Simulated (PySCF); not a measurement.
Computed data sheet: `[O-]c1ccccc1O`

C6H5O2 (charge -1).
SMILES with atom numbers: `[O-:1][c:2]1[cH:3][cH:4][cH:5][cH:6][c:7]1[OH:8]` (hydrogens: H9 on C3; H10 on C4; H11 on C5; H12 on C6; H13 on O8)

Some functional groups and rings: benzene ring and phenol-type hydroxyl.

GFN2-xTB geometry:

| Property | Result |
| --- | --- |
| Point group of the GFN2-xTB geometry | Cs |
| Rotational constants A, B, C of the GFN2-xTB geometry | 3.660, 2.285, 1.407 GHz |

**PBE0/pcSseg-1 ground state and GIAO shieldings, non-relativistic (PySCF)**

| Quantity | Value |
| --- | --- |
| HOMO energy | -0.32 eV |
| LUMO energy | 5.08 eV |
| HOMO–LUMO gap | 5.40 eV |
| Lowest Hirshfeld atomic charge | -0.41 e on O1 |
| Highest Hirshfeld atomic charge | +0.10 e on H13 |
| 13C chemical shifts (computed TMS as zero) by class | 169.2 (C2), 158.1 (C7), 121.3 (C4), 111.3 (C3), 106.9 (C6), 101.1 (C5) ppm |
| 1H chemical shifts (computed TMS as zero) by class | 9.25 (H13), 6.28 (H12), 6.22 (H10), 5.97 (H9), 5.35 (H11) ppm |
| Isotropic shieldings of nuclei other than C and H, by class | 83 (O1), 234 (O8) ppm |
| Mayer bond orders between heavy atoms | O1–C2 1.51, C2–C3 1.33, C3–C4 1.39, C4–C5 1.47, C5–C6 1.33, C6–C7 1.51, C7–O8 1.05, C7–C2 1.14 |

Monoisotopic mass of the ion (most abundant isotopes, electron mass counted): 109.0295 u.

The rotational constants make it an asymmetric top with κ = (2B − A − C)/(A − C) = -0.22, nearer the prolate limit (−1). With B = h/(8π²I), that is 505.379 GHz u Å² over I, the principal moments of inertia are 138.1, 221.2 and 359.2 u Å² (most abundant isotopes).

One conformer (not necessarily the lowest) at the GFN2-xTB geometry, without solvent, vibrations or thermal averaging. No diffuse functions stand in pcSseg-1, which bears on an anion's orbital energies.

Conformer computed: `[O-:1][c:2]1[cH:3][cH:4][cH:5][cH:6][c:7]1[OH:8]`: H–O8–C7–C6 180°.
